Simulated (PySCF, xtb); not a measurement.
SbCl₂, SMILES [Cl][Sb+][Cl] (connectivity only; charge and spin as stated), charge +1, multiplicity 1.

Harmonic wavenumbers (cm⁻¹) from GFN2-xTB in xtb at its own minimum, in rising order: 113, 339, 353.

Task: What does PBE0-D3(BJ)/def2-TZVP run with PySCF 2.14.0 give at its own minimum? (Estimate from the structure and the level; the computed values follow.)

Result: 146, 430, 440. Paired by order, the mean absolute difference is 70 cm⁻¹ and the zero-point energies are 1.1 and 1.5 kcal/mol.
